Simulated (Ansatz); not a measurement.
`[F][AlH][NH][SiH3]` + `N[SiH2]N` → `N[SiH2][NH][AlH][F]` + `N[SiH3]`  (ligand exchange at the Al–N bond)

Computed with Ansatz on PBE0-D4/def2-TZVP structures; ΔE is electronic, products minus reactants. CCSD(T)/CBS is the MP2 limit (def2-TZVPP, def2-QZVPP) plus CCSD(T) − MP2 in def2-TZVPP, frozen cores. This one scheme is used for every species. Functionals use def2-TZVPP. B3LYP here is the variant with VWN-RPA as its local correlation; programs differ in this. One conformer a species, not always the lowest.

(1) Is it downhill or uphill in electronic energy at CCSD(T)/CBS, and by how much? (Estimate.)

(2) What do these levels give: PBE-D4, PBE0-D4, B3LYP-D4, ωB97X-V, ωB97M-V, B2PLYP, PBE, r2SCAN, HF/def2-TZVPP, CCSD/def2-TZVPP, CCSD(T)/def2-TZVPP, CCSD/CBS(def2)? (Best estimate.)

Largest T1 diagnostic among the species: 0.012.

Results:

(1) The calculation gave: Uphill: ΔE = +0.04 eV.

(2) Computed: PBE-D4 0.03, PBE0-D4 0.03, B3LYP-D4 0.03, ωB97X-V 0.03, ωB97M-V 0.03, B2PLYP 0.04, PBE 0.04, r2SCAN 0.04, HF/def2-TZVPP 0.04, CCSD/def2-TZVPP 0.04, CCSD(T)/def2-TZVPP 0.03, CCSD/CBS(def2) 0.04 eV.
